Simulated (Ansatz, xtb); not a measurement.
**CH6NOSb: where a starting geometry ends**

The starting geometry of this gas-phase singlet was built from a drawn formula by distance geometry and a force field; its bonds are those of `[CH3][Sb-][NH2+]O`.

```yaml
atoms:
  - { symbol: C, position_ang: [0.6847, -2.1232, 0.7295] }
  - { symbol: N, position_ang: [0.5053, 0.8964, 0.3367] }
  - { symbol: O, position_ang: [-0.0976, 2.0394, -0.1874] }
  - { symbol: Sb, position_ang: [-0.6133, -0.7420, -0.2676] }
  - { symbol: H, position_ang: [1.7866, -2.0534, 0.2794] }
  - { symbol: H, position_ang: [0.7111, -1.8687, 1.7724] }
  - { symbol: H, position_ang: [0.3804, -3.1594, 0.5778] }
  - { symbol: H, position_ang: [1.4726, 0.8449, -0.0495] }
  - { symbol: H, position_ang: [0.5490, 1.0040, 1.3353] }
  - { symbol: H, position_ang: [0.4139, 2.8052, 0.1096] }
```

Q: Predict what becomes of its bonds when it is optimised with r2SCAN-D4/def2-SVP.

A: It keeps its bonds, and is `[CH3][Sb-][NH2+]O`.

The energy falls by 0.80 eV over 27 steps:

```
step  E − E(last) (eV)
   1             0.796
   4             0.173
   7             0.168
  10             0.167
  13             0.156
  15             0.139
  18             0.051
  21             0.007
  24             0.001
  27             0.000
```

Final geometry (Å):

```xyz
10

C     0.8702   -2.0026    0.4755
N     0.1182    0.9703    0.6668
O     0.7010    1.5417   -0.5414
Sb   -1.0466   -0.9257    0.4473
H     1.5010   -1.7126   -0.3780
H     1.4238   -1.8846    1.4205
H     0.6267   -3.0717    0.3634
H     0.8725    0.7507    1.3262
H    -0.4969    1.6665    1.1015
H     1.2228    2.3113   -0.2455
```

From the same start GFN2-xTB ends elsewhere, differing in N2–Sb4 (2.60 against 2.24 Å here).

No frequencies were run, so the end isn't proven a minimum. Atoms past krypton carry core potentials, without spin–orbit terms. Run with Ansatz 0.2.0, 42 s on 2 threads of Intel(R) Xeon(R) 6975P-C (Granite Rapids), with other jobs on the host.
